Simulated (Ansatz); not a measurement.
Molecule: CF$_{6}$Si, charge 0, multiplicity 1. 
Structure (B3LYP-D3(BJ)/def2-TZVP (Ansatz, an electronic-structure program) minimum search):
SMILES: FC(F)(F)[Si](F)(F)F
```xyz
8

F      1.4643    -1.3601    -0.1426
C      1.0665    -0.0767    -0.0192
F      1.5899     0.6125    -1.0543
F      1.6144     0.4117     1.1130
Si    -0.8418     0.0606     0.0151
F     -1.2483     1.5706     0.1596
F     -1.4254    -0.5204    -1.3221
F     -1.3965    -0.7573     1.2357
```

Dipole moments at this geometry, in debye (magnitudes).

```csv
level,program,dipole (D)
PBE/def2-TZVPD,Ansatz,0.49
BLYP/def2-TZVPD,Ansatz,0.54
revPBE/def2-TZVPD,Ansatz,0.50
B3LYP/def2-TZVPD,Ansatz,0.60
PBE0/def2-TZVPD,Ansatz,(withheld)
r2SCANh/def2-TZVPD,Ansatz,0.58
r2SCAN0/def2-TZVPD,Ansatz,0.61
HSE06/def2-TZVPD,Ansatz,0.57
CAM-B3LYP/def2-TZVPD,Ansatz,0.63
CCSD(T)/aug-cc-pV(D+d)Z,Ansatz,(withheld)
```

Some entries are withheld; supply them.


- PBE0/def2-TZVPD, dipole (D): 0.57
- CCSD(T)/aug-cc-pV(D+d)Z, dipole (D): 0.61
